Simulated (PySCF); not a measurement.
Harmonic spectrum computed at PBE0 in the def2-TZVP basis family (core potentials from Rb on, PySCF, no spin–orbit coupling):

```csv
ω (cm⁻¹),"IR (km/mol, summed over degenerate members)",degeneracy
120,27.4,2
328,17.7,1
1259,13.3,1
```

Question: Which molecule gave it? In each, all ligands are bound to the one heavy central atom.
A. IGeN (singlet)
B. ISiN (singlet)
C. IMoN (triplet)
D. ISN (singlet)
E. IZrN (singlet)

Answer: B. It has C∞v symmetry with Si–I 2.384 Å, Si–N 1.560 Å.
